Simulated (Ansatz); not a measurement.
Ansatz (a first-principles code) input:
A basis named .json is the Basis Set Exchange file of that set.

Ansatz 0.2 input:
```yaml
crystal:
  periodic: [false, false, false]
  atoms:
    - {symbol: Si, position_ang: [0.19318690, -0.37520981, -0.41561248]}
    - {symbol: Cl, position_ang: [-0.56998252, -1.07967489, 1.38253685]}
    - {symbol: Cl, position_ang: [-0.64060716, 1.45362683, -0.93732469]}
    - {symbol: N, position_ang: [1.86428343, -0.10843935, -0.17517163]}
    - {symbol: H, position_ang: [2.42997622, -0.79185173, 0.30517591]}
    - {symbol: H, position_ang: [2.39544778, 0.44668157, -0.82900631]}
basis:
  gaussian:
    orbitals: cc-pwCVTZ.json
magnetization: {spin_polarized: true, initial_magnetization: 1}
correlation: {method: ccsd_t, frozen_orbitals: {Cl: 1, H: 0, N: 0, Si: 1}}
```

### Question
Which total energy does the run end on?

### Answer
-1265.36148 Eh (CCSD(T,core; 1s of Na to Cl frozen)/cc-pwCVTZ).

It need not be the lowest isomer of its formula.
